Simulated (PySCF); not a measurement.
**Predicted spectroscopic data**

- geometry from GFN2-xTB
- PBE0/pcSseg-1 with gauge-including orbitals
- code: PySCF 2.14.0 with density-fitted response routines
- fast rotation and ring inversion assumed for equivalent nuclei, no solvent model, one computed conformer, relativity neglected

Shifts are taken against calculated references (same method and geometry level): TMS for ¹H (σref 31.72), ¹³C (σref 186.93). Where no couplings were computed, multiplicities follow the n + 1 count of equivalent neighbours, and m marks all less simple cases (inequivalent or close neighbours, rings, F or P nearby). Shifts are as computed. Against solution values, carbons near 30 ppm lie about +3 ppm off and those near 130 ppm about +5 ppm; carbons on Cl a further +6 ppm (rms about the fit 2.1 ppm; single classes can miss by 10 ppm). Of 1328 compounds with measured shifts, 309 miss one by over three times the rms of a fit or turn the order of signals round; such compounds aren't used in these exercises. Signals without a measured value on file couldn't be tested in this way; 1H shifts scatter by 0.2 ppm about their fit, and single ones miss by 0.5 ppm. Carbons bonded to Cl come out too deshielded. OH and NH positions are gas-phase values without hydrogen bonding to other molecules.

Compound 1 (C6H6O2). ¹H NMR (500 MHz, computed): δ 7.31 (m, 1H), 6.21 (d, 1H), 5.89 (d, 1H), 2.33 (s, 3H). ¹³C{¹H} NMR (computed): δ 172.9 (C), 164.0 (C), 149.4 (CH), 119.6 (CH), 107.7 (CH), 23.8 (CH3). Structure: SMILES Cc1cccc(=O)o1.

Compound 2 (C4H3ClO2). ¹H NMR (500 MHz, computed): δ 5.18 (s, 2H), 0.91 (br s, 1H). ¹³C{¹H} NMR (computed): δ 174.3 (C), 154.1 (C), 147.3 (C), 64.8 (CH2). Structure: `O=c1c(Cl)c1CO`.
